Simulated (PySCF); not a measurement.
From computed data to an observable: entropy of an ideal gas

C2H4N, SMILES [CH2]N=C, multiplicity 2.

Geometry: PBE0-D3(BJ)/def2-TZVP. The isomer is the one that the SMILES or the coordinates give; other isomers of the formula were not compared.

PySCF 2.14.0 with PBE0-D3(BJ)/def2-TZVP gives the harmonic wavenumbers 369, 469, 589, 855, 879, 1108, 1180, 1288, 1314, 1491, 1549, 3045, 3056, 3215, 3217 cm⁻¹ and the rotational temperatures 3.1917, 0.5751, 0.4873 K. The molar mass is 42.06 g/mol, the symmetry number 2, the spin multiplicity 2.

Task: Work out the entropy at 298.15 K and 1 atm in the rigid-rotor, harmonic-oscillator model.

Result: 
Translation (Sackur–Tetrode at 1 atm): S = R[1.5 ln M + 2.5 ln T − 1.16487] = 155.4 J/(mol K).
Rotation: q = (√π/σ) T^1.5/√(θA θB θC) = 4820, S = R[ln q + 3/2] = 83.0 J/(mol K).
Vibration: with u = 1.4388 ν/T, each mode gives R[u/(e^u − 1) − ln(1 − e^−u)]:
```
ν (cm⁻¹)  modes     u  S (J/(mol K))
--------  -----  ----  -------------
369           1  1.78           4.54
469           1  2.26           3.10
589           1  2.84           1.96
855           1  4.13           0.70
879           1  4.24           0.64
1108          1  5.35           0.25
1180          1  5.69           0.19
1288          1  6.22           0.12
1314          1  6.34           0.11
1491          1  7.20           0.05
1549          1  7.47           0.04
```
The stiffer modes add less than 0.005 each. Sum 11.7 J/(mol K).
Spin: R ln 2 = 5.8 J/(mol K).
Total 255.8 J/(mol K); the program's own thermochemistry gives 255.8. Translation makes up 61 % and vibration 5 %. Anharmonicity, hindered rotation and orbital degeneracy are left out.
